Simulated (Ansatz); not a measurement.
**Torsion profile**

SnNH$_{5}$ (SMILES [NH2][SnH3]), closed shell, at its PBE0-D4/def2-TZVP minimum:

| atom | x (Å) | y (Å) | z (Å) |
| --- | --- | --- | --- |
| N1 | -0.4996 | -1.1833 | 0.1166 |
| Sn2 | 0.1368 | 0.7304 | -0.1356 |
| H3 | -0.0018 | -1.8445 | -0.4665 |
| H4 | -0.4137 | -1.5049 | 1.0727 |
| H5 | -0.1158 | 1.0928 | -1.7817 |
| H6 | -0.8363 | 1.6844 | 0.8880 |
| H7 | 1.7917 | 0.9571 | 0.2609 |

The dihedral angle H3–N1–Sn2–H5 (59.4° at the minimum) is set to the values below, the two halves turning rigidly about the central bond. Each method's energies count from its own value at the PBE0-D4 minimum structure. Ansatz 0.2.0; basis: def2-TZVPP; cores frozen in the correlated methods. Filled d shells of the heavier atoms are correlated. Core potentials replace the inner electrons of the atoms past krypton. The def2 sets are not built for correlating such inner shells, so the correlated values are less sure here.

CCSD(T) energies along the scan:
```csv
dihedral angle (°),CCSD(T) (kcal/mol)
72.3,0.062
89.5,0.314
106.6,0.661
123.7,0.982
140.9,1.184
158.0,1.241
175.2,1.208
```
They count from the CCSD(T) energy at the PBE0-D4 minimum.

Largest difference from the CCSD(T) curve over the scan: PBE0-D4 0.112; HF 0.197; MP2 0.035 kcal/mol. Each curve counts from its own value at the minimum.

T1 diagnostic: at most 0.013.

For scale, one of the runs: CCSD(T)/def2-TZVPP, 151 basis functions (an equivalent command: `ansatz run in.yaml --threads 2`). Time: 24 s of wall clock on 2 CPU threads; the host was shared. Peak host memory: 1.1 GiB.
